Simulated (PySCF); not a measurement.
Species: GeEtH3, C₂H₈Ge.
Bonds: Ge1–C2, C2–C3. Hydrogens: H9, H10, H11 on Ge1; H4, H5 on C2; H6, H7, H8 on C3.

Method: PBE0-D3(BJ)/def2-SVP geometry optimisation, gas phase in PySCF; density fitting, grid level 1; the optimiser is geomeTRIC in internal coordinates, started from a GFN2-xTB structure with every atom displaced at random (about 0.03 Å).

Step 0: E = -58703.8532 eV
```
atom  x, y, z in Å  |  force x, y, z in eV/Å
Ge1    -0.2447   -0.4971   -1.4058   -2.660   1.509   0.972
C2     -0.3030   -0.4345    0.5488    1.389  -0.638  -0.320
C3      0.4620    0.7290    1.1031    2.990  -0.357   0.423
H4      0.2244   -1.3617    0.8981   -0.769   0.332  -0.034
H5     -1.3225   -0.3886    0.8880   -0.871  -0.376   0.235
H6      0.4984    0.7322    2.2105   -0.203   0.007  -0.156
H7      1.5870    0.6728    0.7984   -1.612   0.025   0.378
H8      0.1616    1.7063    0.7829   -0.658   0.888  -0.382
H9      1.0749   -0.4262   -1.9208    2.540  -0.095  -0.887
H10    -0.9810    0.7972   -1.9287    0.240  -0.314   0.151
H11    -1.0590   -1.6149   -1.9438   -0.386  -0.980  -0.381
```

Step 1: E = -58704.2256 eV
```
atom  x, y, z in Å  |  force x, y, z in eV/Å
Ge1    -0.2824   -0.4651   -1.4119   -0.224   0.189  -0.028
C2     -0.2805   -0.4371    0.5525    0.341   0.141  -0.133
C3      0.5059    0.7394    1.1181    0.317   0.111   0.088
H4      0.1834   -1.3787    0.8855   -0.163  -0.083   0.080
H5     -1.3246   -0.4196    0.8991   -0.022  -0.093   0.013
H6      0.5181    0.7426    2.2211   -0.149   0.004  -0.015
H7      1.5684    0.7089    0.8186   -0.073  -0.081  -0.083
H8      0.1297    1.7201    0.7843   -0.141  -0.061   0.019
H9      1.1674   -0.4581   -1.9586   -0.137  -0.122   0.043
H10    -0.9783    0.8182   -1.9239    0.054  -0.002  -0.004
H11    -1.1090   -1.6559   -1.9539    0.196  -0.004   0.020
```

Problem. Estimate the geometry and energy of step 2. (The exact step hangs on the optimiser's Hessian estimate; all steps are aligned on step 1, rigid shifts and turns removed.)

Solution. E = -58704.2449 eV, largest force 0.149 eV/Å
```
atom  x, y, z in Å  |  force x, y, z in eV/Å
Ge1    -0.2940   -0.4485   -1.4117   -0.034   0.030  -0.003
C2     -0.2664   -0.4338    0.5508    0.094   0.077  -0.086
C3      0.5171    0.7420    1.1210   -0.034   0.052   0.059
H4      0.1759   -1.3861    0.8828   -0.051  -0.050   0.024
H5     -1.3113   -0.4229    0.9005    0.007  -0.023   0.015
H6      0.5087    0.7408    2.2232   -0.029   0.010  -0.005
H7      1.5725    0.7156    0.8114    0.045  -0.013  -0.044
H8      0.1084    1.7112    0.7890   -0.009  -0.042   0.025
H9      1.1539   -0.4838   -1.9556   -0.085  -0.043   0.008
H10    -0.9719    0.8357   -1.9363    0.021   0.009   0.009
H11    -1.0949   -1.6558   -1.9441    0.076  -0.007  -0.002
```

The energy changes by -0.0193 eV. The first-order estimate −F·Δx gives -0.0302 eV and the mean of the old and new forces, exact on a quadratic surface, -0.0192 eV. The step makes an angle of 47° with the force vector and moves no atom by more than 0.029 Å.

What follows is the cost of the whole optimisation. Time: 28 s of wall time; peak memory 0.39 GiB. Hardware: one thread of an AMD EPYC, no GPU, shared host with 64 logical CPUs at a one-minute load of 59.
